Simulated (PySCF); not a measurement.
SMILES [OH][Ge]([OH])([OH])[OH2+] (charge +1) (PBE0/def2-SVP optimised geometry):

```
10

O     -1.041    -1.659    -1.456
Ge    -1.009    -0.740     0.000
O     -1.332    -1.531     1.489
O     -1.410     0.928     0.000
O      0.951    -0.740     0.000
H     -1.703    -2.362    -1.533
H     -1.885    -1.053     2.125
H     -1.482     1.375    -0.856
H      1.392    -1.375    -0.592
H      1.482    -0.591     0.801
```

Method: PySCF 2.14.0 with PBE0/def2-TZVP.

Problem. What are the frontier orbital energies?

Solution. HOMO-2 -15.11 eV, HOMO-1 -14.87 eV, HOMO -14.68 eV, LUMO -5.95 eV, LUMO+1 -4.54 eV.

On the same geometry PBE/def2-TZVP (PySCF 2.14.0) gives HOMO-2 -13.31 eV, HOMO-1 -13.09 eV, HOMO -12.89 eV, LUMO -7.02 eV, LUMO+1 -5.53 eV.

Meta-Löwdin charges at PBE0/def2-TZVP: O1 -0.70, Ge2 1.59, O3 -0.69, O4 -0.68, O5 -0.54, H6 0.39, H7 0.39, H8 0.39, H9 0.42, H10 0.42.
